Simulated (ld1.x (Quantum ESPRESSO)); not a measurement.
# selenium: excitation energies, all-electron against TM

selenium (Se), norm-conserving Troullier–Martins (Kleinman–Bylander form), made with ld1.x (Quantum ESPRESSO) 7.5 (LDA (PZ), scalar-relativistic). Core [Ar] 3d10, reference 4s2 4p3.5 (charge +0.5). Waves: 4p (bound): rc 1.70 bohr; 4d channel at -0.05 Ry: rc 1.50 bohr; 4s (bound): rc 1.25 bohr. Local part: the s channel. Core correction: a·sin(br)/r model core inside 0.95 bohr.

Energies are relative to the spin-unpolarised reference configuration 4s2 4p3.5; without spin polarisation the order of configurations can differ from experiment. Spin-polarised rows fill each open shell by Hund’s rule, majority spin first. The frozen-core shift is the all-electron ΔE with the core orbitals held at their reference shape minus the fully relaxed ΔE.

```json
{"valence configuration": "4s2 4p4", "charge": "0", "ΔE all-electron (eV)": "-4.387", "error AE − PS (meV)": "-0.1", "frozen-core shift (meV)": "+0.1"}
{"valence configuration": "4s2 4p3", "charge": "+1", "ΔE all-electron (eV)": "6.621", "error AE − PS (meV)": "-2.2", "frozen-core shift (meV)": "+1.9"}
{"valence configuration": "4s1 4p4", "charge": "+1", "ΔE all-electron (eV)": "18.206", "error AE − PS (meV)": "-19", "frozen-core shift (meV)": "+12"}
{"valence configuration": "4s2 4p4.3", "charge": "-0.3", "ΔE all-electron (eV)": "-6.024", "error AE − PS (meV)": "-0.8", "frozen-core shift (meV)": "+0.4"}
{"valence configuration": "4s1 4p5", "charge": "0", "ΔE all-electron (eV)": "6.551", "error AE − PS (meV)": "-6.8", "frozen-core shift (meV)": "+2.0"}
{"valence configuration": "4s2 4p3.5 (spin-polarised)", "charge": "+0.5", "ΔE all-electron (eV)": "-1.024", "error AE − PS (meV)": "+4.7", "frozen-core shift (meV)": "+5.6"}
{"valence configuration": "4s2 4p4 (spin-polarised)", "charge": "0", "ΔE all-electron (eV)": "-4.981", "error AE − PS (meV)": "+2.3", "frozen-core shift (meV)": "+3.1"}
```

(1) What are ΔE and the potential's error for 4s2 4p2?

(2) What are ΔE and the potential's error for 4s2 4p0?

Levels in the configuration 4s2 4p4.3:

```
level  all-electron (eV)  pseudo (eV)
   4s            -14.921      -14.913
   4p             -4.279       -4.276
```

Note: ghost states, extra bound levels that the all-electron valence spectrum of the same l lacks: p at -1162.5 eV, d at -83.4 eV. A true bound ghost makes a file unfit for plane-wave use.

Results:

(1) ΔE = 27.180 eV all-electron; the error (AE − PS) is -18 meV.

(2) ΔE = 100.908 eV all-electron; the error (AE − PS) is -98 meV.
